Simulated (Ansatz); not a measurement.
System: MoH, charge 0, multiplicity 6. The spin state was set by rule; other spins were not relaxed. SMILES: [MoH]
Structure (B3LYP-D3(BJ)/def2-TZVP (Ansatz, a quantum-chemistry and plane-wave program) minimum search):
```xyz
2

Mo     0.0000     0.0000    -0.0400
H      0.0000     0.0000     1.6801
```
Charge 0, spin multiplicity 6.

Wanted: vertical ionisation energy (to the quintet state of charge +1; each state is the SCF solution reached for its spin; the UHF <S^2> is 6.12 for the quintet (pure: 6.00)), in eV. Cores are frozen in the correlated levels unless marked. Open shells are spin-unrestricted. No spin-orbit coupling. The frozen core is the preceding noble-gas configuration, with the filled d and f shells of earlier blocks. Past Kr the def2 sets carry scalar-relativistic core potentials. CBS marks a two-point X^-3 extrapolation of the correlation energy; Hartree-Fock from the larger set.

| level | program | vertical ionisation energy (eV) | minus last row |
|---|---|---|---|
| SVWN5/def2-TZVPD | Ansatz | 8.15 | 0.62 |
| PBE/def2-TZVPD | Ansatz | 7.91 | 0.38 |
| r2SCAN/def2-TZVPD | Ansatz | 7.99 | 0.46 |
| PBE0/def2-TZVPD | Ansatz | 7.75 | 0.22 |
| BHLYP/def2-TZVPD | Ansatz | 7.41 | -0.12 |
| CAM-B3LYP/def2-TZVPD | Ansatz | 7.61 | 0.08 |
| wB97M-V/def2-TZVPD | Ansatz | 7.52 | -0.01 |
| wB97X-V/def2-TZVPD | Ansatz | 7.35 | -0.18 |
| CCSD/def2-SVPD | Ansatz | 7.36 | -0.17 |
| CCSD/def2-TZVPPD | Ansatz | 7.43 | -0.10 |
| CCSD/CBS(def2-TZVPPD,def2-QZVPPD) | Ansatz | 7.49 | -0.04 |
| CCSD(T)/def2-SVPD | Ansatz | 7.37 | -0.16 |
| CCSD(T)/def2-TZVPPD | Ansatz | 7.46 | -0.07 |
| CCSD(T)/def2-QZVPPD | Ansatz | 7.50 | -0.03 |
| CCSD(T)/CBS(def2-TZVPPD,def2-QZVPPD) | Ansatz | 7.53 | 0.00 |
